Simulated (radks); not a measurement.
Results of a calculation; reference values are marked as such.
All-electron atom: a nucleus of charge 14.6 with 12 electrons in [Ne] 3s2. Code: a radial shooting solver on a logarithmic mesh with Libxc functionals. Model: non-relativistic Kohn-Sham, PBE, spin-unpolarised, spherical densities, point nucleus.

Normalised radial functions P(r) = r R(r), r in bohr:

| r | 2s |
|---|---|
| 0.005521 | 0.1482 |
| 0.006225 | 0.1653 |
| 0.006963 | 0.1829 |
| 0.007851 | 0.2035 |
| 0.008852 | 0.2260 |
| 0.009981 | 0.2505 |
| 0.01116 | 0.2752 |
| 0.01259 | 0.3037 |
| 0.01419 | 0.3342 |
| 0.016 | 0.3665 |
| 0.0179 | 0.3981 |
| 0.02018 | 0.4332 |
| 0.02275 | 0.4691 |
| 0.02565 | 0.5052 |
| 0.02869 | 0.5383 |
| 0.03235 | 0.5719 |
| 0.03648 | 0.6024 |
| 0.04113 | 0.6281 |
| 0.046 | 0.6460 |
| 0.05186 | 0.6564 |
| 0.05848 | 0.6554 |
| 0.06593 | 0.6402 |
| 0.07375 | 0.6106 |
| 0.08315 | 0.5598 |
| 0.09375 | 0.4868 |
| 0.1057 | 0.3895 |
| 0.1182 | 0.2758 |
| 0.1333 | 0.1296 |
| 0.1503 | -0.0401 |
| 0.1695 | -0.2297 |
| 0.1895 | -0.4196 |
| 0.2137 | -0.6294 |
| 0.241 | -0.8359 |
| 0.2717 | -1.0277 |
| 0.3039 | -1.1825 |
| 0.3426 | -1.3113 |
| 0.3863 | -1.3922 |
| 0.4356 | -1.4185 |
| 0.4872 | -1.3920 |
| 0.5493 | -1.3115 |
| 0.6193 | -1.1850 |
| 0.6983 | -1.0247 |
| 0.781 | -0.8578 |
| 0.8806 | -0.6756 |
| 0.9929 | -0.5041 |
| 1.119 | -0.3545 |
| 1.252 | -0.2408 |
| 1.412 | -0.1488 |
| 1.592 | -0.0850 |
| 1.795 | -0.0444 |
| 2.007 | -0.0222 |
| 2.263 | -0.0094 |
| 2.552 | -0.0036 |
| 2.877 | -0.0012 |
| 3.218 | -0.0004 |
| 3.629 | -0.0001 |
| 4.091 | 0.0000 |
| 4.613 | 0.0000 |
| 5.16 | 0.0000 |
| 5.818 | 0.0000 |

2s: eigenvalue -190.07 eV, 1 radial node at r = 0.146 bohr, <r> = 0.539 bohr, 90 % of the charge inside 0.847 bohr.
